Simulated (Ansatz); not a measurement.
Two structures of SiH₃OF₃, singlet, reached by relaxing down either side of one saddle point (PBE0-D4/def2-TZVP). Energies are electronic, without zero-point energy. Program: Ansatz 0.2.0. Basis: def2-TZVPP and def2-QZVPP. Cores are frozen in the correlated methods. Extrapolation: Hartree–Fock as exp(−7.88 √X), correlation as X^−2.97. First:

Si1  (-1.181, -0.056, 0.003)
F2  (-0.849, -1.419, 0.708)
F3  (-0.581, -0.020, -1.455)
F4  (-0.631, 1.160, 0.843)
H5  (-2.636, 0.079, -0.097)
H6  (2.061, -0.112, -0.757)
O7  (1.786, -0.224, 0.156)
H8  (2.030, 0.592, 0.599)
(Å)

Second:

```csv
atom,x (Å),y (Å),z (Å)
Si1,-0.7097,0.7594,-0.0756
F2,0.9395,-2.6311,0.4319
F3,-0.9553,1.4371,-1.4800
F4,-0.6851,1.9301,0.9831
H5,-1.7528,-0.2145,0.2341
H6,0.9037,-1.7160,0.2488
O7,0.7234,-0.0202,-0.0772
H8,1.5362,0.4551,-0.2651
```

Q: Which bonds change from the first to the second?

A: SiHF₃ ([F][SiH]([F])[F]) + H₂O → SiH₂OF₂ ([OH][SiH]([F])[F]) + HF; bonds formed: Si1–O7, F2–H6; bonds broken: Si1–F2, H6–O7.

Q: Give the saddle point's structure and its height above each. (Judge from chemistry; the value comes from the calculation.)

A: By the calculation: 1.227 eV above the first and 0.998 eV above the second (CCSD(T) at an estimated basis limit (MP2 extrapolated from triple and quadruple zeta, plus CCSD(T) − MP2 in triple zeta)).
```xyz
8
angstrom
Si -0.6048 0.1984 -0.0422
F -0.0370 -1.6097 -0.3357
F -0.7466 0.3569 -1.6129
F -0.6575 1.7547 0.3730
H -1.7030 -0.3426 0.7544
H 0.9575 -1.0321 0.0639
O 1.0630 0.0102 0.5166
H 1.7282 0.6641 0.2829
```

No T1 diagnostic of these runs exceeds 0.012.

The step is the kind of ligand exchange by which a precursor binds to a hydroxyl group, or is hydrolysed, in atomic layer deposition of oxides.

Labels in which every atom is bracketed show which atoms are joined, not bond orders.

For scale, one of the runs: CCSD(T)/def2-TZVPP, 208 basis functions (an equivalent command: `ansatz run in.yaml --threads 4`). The run took 97 s on 4 CPU threads (shared host), with 3.1 GiB of host memory at its peak.
